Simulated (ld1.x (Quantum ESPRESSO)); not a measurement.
## Configuration tests for platinum (Pt) (ultrasoft)

ld1.x (Quantum ESPRESSO) 7.5 input, shortened:

```
&input
   title='Pt', zed=78., rel=1, dft='PBESOL', iswitch=3,
   config='[Xe] 4f14 5d9 6s0 6p0'
 /
 &inputp
   pseudotype=3, tm=.true., lloc=-2, rcloc=1.50,
   nlcc=.true., new_core_ps=.true., rcore=0.80
 /
6
6S  1  0   0.00   0.00  1.50  2.05  0.0
6S  1  0   0.00   0.25  1.50  2.05  0.0
6P  2  1   0.00   0.00  2.45  3.00  0.0
6P  2  1   0.00   3.50  2.45  3.00  0.0
5D  3  2   9.00   0.00  1.25  1.40  0.0
5D  3  2   0.00   1.20  1.25  1.40  0.0
 &test
   configts(1)='5d9 6s0 6p0'
 /
```

Energies are relative to the spin-unpolarised reference configuration 5d9 6s0 6p0; without spin polarisation the order of configurations can differ from experiment. Not all tests gave a result: 3 of 7 tests not solved or not reliable. Left out of the table: 5d9 6s1 6p0 (solver errors, printed error -725 eV); 5d9.5 6s0.5 6p0 (solver errors, printed error -849 meV); 5d8 6s2 6p0 (solver errors, printed error -708 eV).

(1) Give the all-electron excitation energy and the error of the potential for: 5d8 6s0 6p0; 5d7 6s0 6p0; 5d9 6s0 6p1; 5d6 6s0 6p0.

Note: ghost states, extra bound levels that the all-electron valence spectrum of the same l lacks: s at -41.6 eV, p at -9.7 eV. A true bound ghost makes a file unfit for plane-wave use.

Results:

(1)

```tsv
valence configuration	charge	ΔE all-electron (eV)	error AE − PS (meV)
5d8 6s0 6p0	+2	19.996	-38
5d7 6s0 6p0	+3	52.244	-219
5d9 6s0 6p1	0	-4.091	+0.4
5d6 6s0 6p0	+4	97.928	-664
```

These tests converged, but a pseudo level misses the all-electron one widely, so the file describes the atom poorly there or has found another state: 5d6 6s0 6p0: empty 6p by 5.4 eV.
